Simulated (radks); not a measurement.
All-electron atom: the thulium ion Tm4+ in [Xe] 4f11. Method: scalar-relativistic Kohn-Sham, PBE, spin-unpolarised, spherical densities, point nucleus; computed with a radial shooting solver on a logarithmic mesh with Libxc functionals.

Normalised radial functions P(r) = r R(r), r in bohr:

r              4p
0.001267   0.0051
0.001676   0.0082
0.0022     0.0130
0.002911   0.0209
0.003821   0.0329
0.005056   0.0523
0.006637   0.0811
0.008781   0.1256
0.01153    0.1882
0.01525    0.2767
0.02002    0.3855
0.02649    0.5094
0.03477    0.6101
0.046      0.6340
0.06038    0.5027
0.07989    0.1503
0.1049    -0.3596
0.1387    -0.8302
0.1821    -0.8833
0.241     -0.2856
0.3163     0.7073
0.4185     1.4916
0.5493     1.5330
0.7268     0.9949
0.954      0.4297
1.262      0.1130
1.657      0.0178
2.192      0.0013
2.877      0.0000
3.807      0.0000

4p: eigenvalue -382.42 eV, 2 radial nodes at r = 0.0871, 0.262 bohr, <r> = 0.527 bohr, 90 % of the charge inside 0.766 bohr.
